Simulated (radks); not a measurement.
Effect of the nuclear size on the nickel ion Ni2+, [Ar] 3d8. Calculated with a radial shooting solver on a logarithmic mesh with Libxc functionals: Dirac Kohn-Sham, PBE, spin-unpolarised, spherical densities, finite nucleus; open shells are shared between the two j in proportion to 2j + 1; Fermi nuclear charge, rms radius 3.7757 fm. The rms radius is varied about that value; shifts are against it.

rms radius (fm)  total energy shift (eV)  density at nucleus (e/bohr^3)  1s1/2 shift (meV)  2s1/2 shift (meV)  3s1/2 shift (meV)
3.0998                           -0.0516                      1.979e+04              -21.9              -2.05             -0.306
3.5001                           -0.0222                      1.967e+04              -9.44             -0.883             -0.132
3.7757                                 0                       1.96e+04              0.000              0.000              0.000
4.1495                            0.0327                      1.951e+04               13.9               1.30              0.194
4.5006                            0.0660                      1.943e+04               28.1               2.62              0.391

Slopes of the eigenvalues against <r^2> in GHz/fm^2, as finite differences over the two radii next to the reference (eigenvalue slopes, not the field-shift constants of lines): 1s1/2 1140, 2s1/2 106, 3s1/2 15.8.
